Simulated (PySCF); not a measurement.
**Static response to an electric field**

C₅H₈BFO.
Numbering: `[CH3:1][O:2][C@H:3]1[C@H:4]2[C@H:5]([BH:6][F:7])[C@@H:8]12` (hydrogens: H9, H10, H11 on C1; H12 on C3; H13 on C4; H14 on C5; H15 on B6; H16 on C8)

Cartesian coordinates in Å at the GFN2-xTB level; atoms count from 1:
```
atom  x, y, z in Å
C1     1.1935    2.4516    1.3089
O2     0.3078    2.2280    0.2357
C3    -0.3673    1.0166    0.3391
C4    -0.7121    0.2467   -0.8902
C5     0.7082    0.0594   -1.3955
B6     1.0223   -1.0899   -2.3947
F7     1.9888   -0.9294   -3.2758
C8     0.3071   -0.2911    0.0276
H9     2.0009    1.7104    1.3145
H10    1.6089    3.4469    1.1661
H11    0.6679    2.4090    2.2704
H12   -1.0870    1.0085    1.1633
H13   -1.6428   -0.0973   -1.2853
H14    1.2798    0.9780   -1.5014
H15    0.4593   -2.1212   -2.4191
H16    0.4221   -1.1974    0.5824
```

Level: CAM-B3LYP/def2-SVPD (PySCF), static field, nuclei fixed, core orbitals frozen in the response. The polarisability tensor in these axes (au):

```
x   67.59  1.17 -3.74
y    1.17 73.19 11.86
z   -3.74 11.86 76.56
```

Problem. Give the principal values, the mean and the anisotropy Δα = √{½[(α1 − α2)² + (α2 − α3)² + (α1 − α3)²]}.

Solution. Principal values 61.14, 69.14 and 87.08 au; mean 72.45 au = 10.74 Å³ = 11.95 × 10⁻⁴⁰ C²·m²/J; Δα = 23.01 au (32 % of the mean).

Problem. What is the dipole moment, and where does it point?

Solution. (-0.85, -0.72, 2.24) D, 2.50 D in size, pointing from the negative to the positive side. Measured along this direction, the outermost atoms are F7 at the negative end and H12 and H11 at the positive end.

Problem. What are the principal values of the traceless quadrupole moment, Θ = ½Σq(3rr − r²1), about the centre of nuclear charge?

Solution. -7.10, 0.00, 7.10 D·Å. The values depend on the origin, since the dipole doesn't vanish. The electronic extent ⟨r²⟩ about the same centre is 1185 bohr², a root-mean-square distance of 2.35 Å for the 60 electrons.

Problem. Sum over states: ᾱ = Σ f/ω², ω in Eh. What share falls to these 8 lowest TDDFT singlets (eV, f)? 5.97, 0.0042; 6.76, 0.0145; 6.94, 0.0354; 7.49, 0.0158; 7.62, 0.2340; 7.69, 0.0063; 7.82, 0.0098; 8.03, 0.0368.

Solution. They add up to 4.68 au, 6.5 % of the 72.45 au; the largest single term is 2.99 au, from the state at 7.62 eV. Terms in order: 0.09, 0.23, 0.54, 0.21, 2.99, 0.08, 0.12, 0.42 au. Higher excitations give the rest. The strengths listed sum to 0.357.

Problem. What molar refraction does this α imply?

Solution. Lorentz–Lorenz: R = (4π/3)N_A α = 2.5225 cm³/(mol·Å³) × 10.74 Å³ = 27.1 cm³/mol, in the limit of long wavelengths.

Problem. How large is μ²/3kT at 400 K beside α?

Solution. In Gaussian units μ²/3kT = 37.67 Å³ against 10.74 Å³, a ratio of 3.51; the Debye molar polarisation (4π/3)N_A(α + μ²/3kT) is 122.1 cm³/mol, leaving out the vibrational part.

Problem. Rayleigh depolarisation ratio (linearly polarised light, static tensor)?

Solution. ρ = 3Δα²/(45ᾱ² + 4Δα²) = 1588.0/(236207 + 2117.4) = 0.00666.

The structure is a single GFN2-xTB conformer in the gas phase; no vibrational or solvent corrections.

These values come from a run that also computed excited states. The run took 2.7 min wall, 2.0 min CPU on one thread of an Intel Xeon at 2.50 GHz, no GPU (shared host), and the process peaked at 1.1 GiB of memory.
